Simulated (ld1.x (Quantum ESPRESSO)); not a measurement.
Configuration tests for F (ultrasoft)

* Element: fluorine (F)
* Generator: ld1.x (Quantum ESPRESSO) 7.5
* Type: ultrasoft
* Functional: PBEsol
* Relativity: non-relativistic
* Frozen core: [He]
* Valence charge: 7
* Reference configuration: 2s2 2p5
* Partial waves: 2s (bound): rcut 0.65, rcutus 0.85 bohr; 2s channel at 0.15 Ry: rcut 0.65, rcutus 0.85 bohr; 2p (bound): rcut 1.65, rcutus 1.90 bohr; 2p channel at 0.3 Ry: rcut 1.65, rcutus 1.90 bohr
* Local potential: all-electron potential smoothed inside 0.80 bohr (lloc = -2)
* Core correction: a·sin(br)/r model core, default radius (core density twice the valence density)
* Augmentation charge: PSQ, inside the norm-conserving radii

Energies are relative to the spin-unpolarised reference configuration 2s2 2p5; without spin polarisation the order of configurations can differ from experiment.

```
valence configuration  charge  ΔE all-electron (eV)  error AE − PS (meV)
              2s2 2p4      +1                19.328                  -20
              2s2 2p3      +2                57.616                 -207
              2s2 2p2      +3               118.110                 -380
              2s2 2p1      +4               203.699                 +485
              2s1 2p6       0                18.607                 +3.4
            2s2 2p5.3    -0.3                -2.656                 +1.3
```

**Question.** What are ΔE and the potential's error for 2s2 2p4.5?

**Answer.** ΔE = 7.516 eV all-electron; the error (AE − PS) is -0.7 meV.
